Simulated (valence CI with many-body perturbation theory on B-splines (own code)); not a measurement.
## Tl42+: calculated level list

Computed by valence CI with perturbative core correlation (CI+MBPT): three valence electrons over a frozen Dirac-Fock core [Kr], radial functions for each j: 7 s, 7 p, 8 d, 6 f, 4 g, 1 h, with the one-electron correlation potential Σ1, the two-electron term Σ2, the three-electron term Σ3, Breit, model QED; selected CI, second order for the rest, scaled by the run's own slope (own B-spline code, finite nucleus).

The last digits are not significant, and no measured levels were compared; by estimate large intervals hold to a few tenths of a per cent, small ones and those within an open d or f shell to about a per cent. Only levels of the ground parity were solved; by the run's estimate the other parity begins above the list, which can be wrong where configurations are misplaced.

Levels 1 to 19 of 19, with energies above the lowest level, (4d3/2^3) J=3/2. "Leading %" is the weight of the configuration and term that name the level; weights of strongly mixed levels are sums over their largest components and can fall short, so below about 35 % the name and the second component can differ from the true leading terms, or belong to a minority configuration. In the jj column 3d3/2^4 stands for four electrons in 3d with j = 3/2. Lifetimes count E1, E2, E3, M1 and M2 decay at the calculated energies, and are blank where another channel may lead or the interval is too uncertain; long ones can be off by a factor of two.

```csv
No.,Configuration,Term,J,E (cm⁻¹),Leading %,Lifetime,Leading jj
1,4d³,⁴F,3/2,0,45,,4d3/2^3 (98 %)
2,4d³,⁴F,5/2,211390,82,4.45 μs,4d3/2^2 4d5/2 (99 %)
3,4d³,⁴P,3/2,232240,39,5.59 μs,4d3/2^2 4d5/2 (99 %)
4,4d³,²G,7/2,248550,49,1.36 ms,4d3/2^2 4d5/2 (97 %)
5,4d³,²H,9/2,249860,46,,4d3/2^2 4d5/2 (99 %)
6,4d³,⁴P,1/2,251450,58,14.8 μs,4d3/2^2 4d5/2 (100 %)
7,4d³,²D,5/2,330830,43,40.5 μs,4d3/2^2 4d5/2 (96 %)
8,4d³,⁴F,7/2,455260,66,2.43 μs,4d3/2 4d5/2^2 (98 %)
9,4d³,⁴F,9/2,472840,51,4.17 μs,4d3/2 4d5/2^2 (98 %)
10,4d³,⁴P,3/2,487870,41,2.06 μs,4d3/2 4d5/2^2 (99 %)
11,4d³,²P,1/2,498530,58,3.16 μs,4d3/2 4d5/2^2 (100 %)
12,4d³,⁴P,5/2,502700,40,3.92 μs,4d3/2 4d5/2^2 (96 %)
13,4d³,²H,11/2,507340,100,10.3 μs,4d3/2 4d5/2^2 (100 %)
14,4d³,²D,5/2,533880,44,6.44 μs,4d3/2 4d5/2^2 (98 %)
15,4d³,²F,7/2,536950,79,8.00 μs,4d3/2 4d5/2^2 (98 %)
16,4d³,²D,3/2,605240,79,3.94 μs,4d3/2 4d5/2^2 (96 %)
17,4d³,²G,9/2,715510,50,2.05 μs,4d5/2^3 (99 %)
18,4d³,²D,3/2,761760,43,1.94 μs,4d5/2^3 (96 %)
19,4d³,²D,5/2,798540,60,1.58 μs,4d5/2^3 (97 %)
```

The ionisation energy to 4d² ³F2 of the next ion comes out as 2076.3 eV (NIST: 2075 ± 4 eV (theoretical)). All 19 levels together are meant to be complete up to 830480 cm⁻¹.
